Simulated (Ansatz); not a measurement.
The first iterations of a band of C$_{3}$H$_{10}$OSi (15 atoms, charge 0, multiplicity 1).

Method: RKS B3LYP/def2-SVP (Ansatz).

```yaml
movable_images: 7
climbing_image: yes
spring: 5.0 eV/Å²
optimiser: quadratic models (default)
start_path: IDPP
force_threshold: 0.03 eV/Å
iteration_limit: 39
end_points: relaxed
```

First end point:

```xyz
15
Properties=species:S:1:pos:R:3
O -2.035 -0.883 0.234
C -1.317 -0.284 -0.828
C 0.118 -0.794 -0.791
C 0.865 -0.494 0.521
Si 1.281 1.319 0.891
H -2.917 -0.494 0.270
H -1.329 0.823 -0.746
H -1.764 -0.536 -1.811
H 0.659 -0.368 -1.655
H 0.090 -1.886 -0.949
H 0.278 -0.889 1.367
H 1.825 -1.040 0.532
H 0.060 2.156 1.099
H 2.109 1.399 2.131
H 2.057 1.921 -0.237
```

Last end point:

```xyz
15
Properties=species:S:1:pos:R:3
O -2.184 -0.704 -0.011
C -1.270 -0.275 -1.001
C 0.138 -0.851 -0.820
C 0.798 -0.529 0.533
Si 1.085 1.300 0.955
H -2.015 -0.205 0.798
H -1.227 0.833 -1.052
H -1.676 -0.614 -1.968
H 0.770 -0.481 -1.648
H 0.078 -1.947 -0.937
H 0.202 -0.975 1.350
H 1.782 -1.026 0.590
H -0.207 2.017 1.190
H 1.899 1.406 2.202
H 1.805 2.000 -0.151
```

| iteration | highest image above the first end (eV) | largest band force component (eV/Å) |
| --- | --- | --- |
| 1 | 0.080 | 0.659 |
| 2 | 0.040 | 0.158 |

Does the band converge within its limit, and where does its top end?

It converged. It ended after 5 iterations with the highest image 0.037 eV above the first end. A vibrational analysis at the climbing image gives one clearly imaginary mode, 247i cm⁻¹: a first-order saddle point.

The run took 3.1 min on 2 threads of Intel(R) Xeon(R) Platinum 8259CL CPU @ 2.50GHz (Skylake/Cascade Lake) (shared host), peak memory 0.33 GiB.
